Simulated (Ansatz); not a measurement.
Telling isomers of CH3AgSi apart by their spectra

These gas-phase data were calculated for one isomer of CH3AgSi at B3LYP-D4/def2-TZVP (harmonic, unscaled wavenumbers; equilibrium rotational constants with average atomic masses):

| Quantity | Value |
| --- | --- |
| rotational constants | 26.5, 2.015, 1.872 GHz |
| all wavenumbers above 1500 cm⁻¹ | 3223, 3133, 2193 |
| dipole moment | 3.73 D (PBE0/def2-TZVPD) |

Candidates:

(1) `C=[SiH][Ag]`, a singlet
(2) `C[Si][Ag]`, a singlet

Assign the data to one candidate and say why.

Candidate (1). The band at 2193 cm⁻¹ lies where the Si–H stretch is expected; (2) has no mode between 2000 and 2380 cm⁻¹.

The same quantities for all candidates:

```tsv
	rotational constants (GHz)	wavenumbers above 1500 cm⁻¹	dipole (D)	E above the lowest, B3LYP-D4/def2-TZVP (kcal/mol)
(1)	26.5, 2.015, 1.872	3223, 3133, 2193	3.73	0.0
(2)	15.54, 2.215, 1.962	3080, 3065, 3003	1.29	0.1
```

Harmonic stretches to hydrogen usually lie a few per cent above observed fundamentals. Each candidate is one conformer. Atoms past krypton carry core potentials. Programs: Ansatz 0.2.0.
